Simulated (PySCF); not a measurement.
## `C[C@@H](N)[C@@H]1C[C@@H]1S`, C5H11NS

Cartesian coordinates in Å; atom numbers follow the order of the lines, from 1:
```xyz
18

C    -1.104    1.628   -0.519
C    -0.696    0.284    0.080
N    -1.896   -0.433    0.481
C     0.161   -0.502   -0.903
C     0.959   -1.677   -0.421
C     1.662   -0.439   -0.881
S     2.535    0.535    0.359
H    -1.742    2.157    0.183
H    -0.228    2.237   -0.732
H    -1.657    1.477   -1.444
H    -0.114    0.458    0.993
H    -2.476   -0.628   -0.329
H    -1.653   -1.320    0.909
H    -0.284   -0.586   -1.891
H     1.027   -2.567   -1.028
H     0.962   -1.872    0.642
H     2.199   -0.465   -1.821
H     2.336    1.720   -0.218
```

Method used: TDDFT wB97X-D/aug-cc-pVDZ circular dichroism and optical rotation, one conformer, gas phase (PySCF). Geometry: GFN2-xTB.

The molecule is flexible and this is one conformer; a measurement averages over conformers.

Draw the ECD and absorption spectra from the lowest 12 states, each a Gaussian of half-width 0.25 eV at 1/e height.


```csv
E (eV),λ (nm),Δε (L mol⁻¹ cm⁻¹),ε (L mol⁻¹ cm⁻¹)
5.11,243,-0.10,7.64
5.21,238,-0.41,33.1
5.31,234,-1.23,108
5.41,229,-2.65,276
5.51,225,-3.93,588
5.61,221,-3.57,1100
5.71,217,-0.68,1830
5.81,214,+3.65,2540
5.91,210,+7.14,2860
6.01,206,+8.15,2560
6.11,203,+6.48,1900
6.21,200,+2.99,1330
6.31,197,-0.80,1100
6.41,194,-3.15,1150
6.51,191,-2.96,1230
6.61,188,-0.90,1220
6.71,185,+0.91,1180
6.81,182,+0.55,1320
6.91,180,-2.48,1930
7.01,177,-7.06,2930
7.11,174,-10.52,3820
7.21,172,-10.02,4060
7.31,170,-5.38,3640
7.41,167,+0.03,2990
```
Δε uses R in velocity form, ε uses f in length form. Only the states computed contribute, so the short-wavelength end is incomplete.
